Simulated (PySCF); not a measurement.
Si(Cl)(F)2(NCO) (CClF₂NOSi), SMILES O=C=N[Si](F)(F)Cl. The structure is a stationary point at PBE-D3(BJ)/def2-SVP. This is a generated structure with no PubChem entry under its InChIKey; it may be hypothetical. Other conformers were not sampled.

**Question.** Give the equilibrium geometry at PBE-D3(BJ)/def2-SVP (PySCF confirms it by a frequency run) as bond lengths and angles, and its point group. (An estimate is asked for; the answer gives what the named calculation found.)

**Answer.** One answer among several that fit: point group Cs.
Atoms: O1 C2 N3 Si4 F5 F6 Cl7. Bond lengths (Å): O1–C2 1.176, C2–N3 1.212, N3–Si4 1.691, Si4–F5 1.613, Si4–F6 1.613, Si4–Cl7 2.036. Angles (°): O1–C2–N3 179.1, C2–N3–Si4 171.5, N3–Si4–F5 109.4, N3–Si4–F6 109.4, N3–Si4–Cl7 111.6, F5–Si4–F6 107.5, F5–Si4–Cl7 109.4, F6–Si4–Cl7 109.4.
